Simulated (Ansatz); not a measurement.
Relaxation of [(OH)2Al]2O (Al2O5H4) with RKS PBE0-D4/def2-SVP.

```sh
$ ansatz run in.yaml --threads 4 --pin off --events-out ev --progress --plain --max-ram 4787MiB
```

```yaml
crystal:
  periodic: [false, false, false]
  atoms:
    - {symbol: Al, position_ang: [0.387130, 1.371280, 0.738720]}
    - {symbol: O, position_ang: [1.165170, 1.452870, 2.202180]}
    - {symbol: O, position_ang: [-0.038160, 2.742070, -0.082360]}
    - {symbol: O, position_ang: [-0.006500, -0.086120, 0.018530]}
    - {symbol: Al, position_ang: [-0.442010, -1.470320, -0.832330]}
    - {symbol: O, position_ang: [-1.641850, -2.467670, -0.289290]}
    - {symbol: O, position_ang: [0.321730, -1.921480, -2.225330]}
    - {symbol: H, position_ang: [1.513730, 0.863170, 2.856080]}
    - {symbol: H, position_ang: [0.037940, 3.677840, 0.040360]}
    - {symbol: H, position_ang: [-2.276920, -2.540990, 0.409270]}
    - {symbol: H, position_ang: [0.979740, -1.620660, -2.835830]}
basis:
  gaussian: {orbitals: def2-SVP}
hamiltonian: {xc: pbe0, dispersion: d4}
scf: {lower_state_search: "off"}
output: {orbitals: {seedname: orbitals}}
relax: {f_tol: 0.02, max_steps: 100}
```

Run time 11 s (4 threads of Arm Neoverse V2 on a shared host).

Positions (Å) and forces (eV/Å) at steps 1, 2, 3, 4, 6, 7 of 7:

```xyz
11
step=1 energy=-23473.8598 eV
Al    0.387    1.371    0.739   -0.054   -0.647   -0.105
O     1.165    1.453    2.202    0.305    0.512    0.562
O    -0.038    2.742   -0.082   -0.324    0.527   -0.613
O    -0.006   -0.086    0.019    0.005   -0.171   -0.004
Al   -0.442   -1.470   -0.832    0.204    0.762    0.441
O    -1.642   -2.468   -0.289   -0.527   -0.737   -0.056
O     0.322   -1.921   -2.225    0.143   -0.556   -0.678
H     1.514    0.863    2.856    0.079   -0.295    0.152
H     0.038    3.678    0.040    0.087    0.331    0.166
H    -2.277   -2.541    0.409   -0.114    0.089    0.226
H     0.980   -1.621   -2.836    0.196    0.185   -0.091
11
step=2 energy=-23473.9104 eV
Al    0.390    1.375    0.737   -0.044   -0.412   -0.058
O     1.181    1.468    2.206    0.226    0.345    0.402
O    -0.050    2.762   -0.077   -0.211    0.384   -0.397
O    -0.005   -0.090    0.018    0.017   -0.088    0.007
Al   -0.444   -1.478   -0.834    0.131    0.526    0.299
O    -1.660   -2.481   -0.299   -0.336   -0.504   -0.076
O     0.328   -1.943   -2.233    0.077   -0.399   -0.450
H     1.535    0.872    2.857   -0.016   -0.158   -0.029
H     0.029    3.701    0.063    0.079    0.043    0.152
H    -2.299   -2.546    0.401    0.013    0.123    0.103
H     0.995   -1.639   -2.838    0.063    0.141    0.048
11
step=3 energy=-23473.9535 eV
Al    0.380    1.380    0.734    0.059   -0.012    0.056
O     1.232    1.502    2.190    0.024    0.144    0.052
O    -0.099    2.794   -0.055   -0.071    0.041   -0.107
O    -0.011   -0.099    0.020    0.008    0.025    0.025
Al   -0.452   -1.490   -0.838    0.030    0.114    0.062
O    -1.706   -2.497   -0.336   -0.006   -0.143   -0.137
O     0.354   -1.995   -2.228   -0.067   -0.162   -0.068
H     1.609    0.888    2.818   -0.104   -0.040   -0.177
H    -0.003    3.728    0.134    0.070   -0.221    0.121
H    -2.353   -2.529    0.364    0.127    0.152   -0.004
H     1.049   -1.682   -2.802   -0.070    0.101    0.176
11
step=4 energy=-23474.0300 eV
Al    0.377    1.368    0.717   -0.041   -0.126   -0.098
O     1.234    1.525    2.174    0.028   -0.020    0.057
O    -0.143    2.750   -0.113    0.010    0.052    0.029
O     0.020   -0.141    0.047   -0.007    0.006    0.000
Al   -0.451   -1.507   -0.839    0.047    0.106    0.073
O    -1.733   -2.501   -0.356   -0.061   -0.024    0.044
O     0.351   -2.011   -2.242    0.050    0.005   -0.061
H     1.555    0.786    2.695   -0.037    0.086   -0.064
H    -0.009    3.657    0.164    0.018   -0.083    0.025
H    -2.279   -2.371    0.420    0.044    0.012   -0.051
H     1.077   -1.555   -2.668   -0.053   -0.015    0.045
11
step=6 energy=-23474.0339 eV
Al    0.369    1.342    0.718    0.062   -0.007    0.007
O     1.238    1.560    2.161   -0.020   -0.010   -0.012
O    -0.158    2.720   -0.115   -0.037    0.012   -0.036
O     0.031   -0.178    0.072    0.001    0.000    0.025
Al   -0.445   -1.526   -0.833   -0.049    0.006   -0.053
O    -1.752   -2.505   -0.375    0.040    0.009   -0.010
O     0.348   -2.003   -2.253   -0.011   -0.009    0.042
H     1.587    0.847    2.696    0.003    0.000    0.010
H     0.004    3.615    0.185    0.007    0.000    0.020
H    -2.298   -2.345    0.394   -0.008   -0.005    0.013
H     1.076   -1.527   -2.651    0.013    0.004   -0.007
11
step=7 energy=-23474.0348 eV
Al    0.377    1.343    0.713    0.000    0.002   -0.001
O     1.244    1.563    2.156    0.002   -0.002    0.004
O    -0.161    2.719   -0.117   -0.004    0.001   -0.004
O     0.032   -0.178    0.074    0.000   -0.002   -0.003
Al   -0.453   -1.519   -0.838   -0.009   -0.003    0.005
O    -1.757   -2.499   -0.381    0.002    0.002    0.002
O     0.350   -2.005   -2.248    0.001    0.001    0.000
H     1.589    0.854    2.699    0.001    0.002    0.000
H    -0.002    3.610    0.199    0.003   -0.001    0.003
H    -2.301   -2.354    0.393    0.004    0.001   -0.005
H     1.081   -1.534   -2.647    0.002   -0.002   -0.001
```
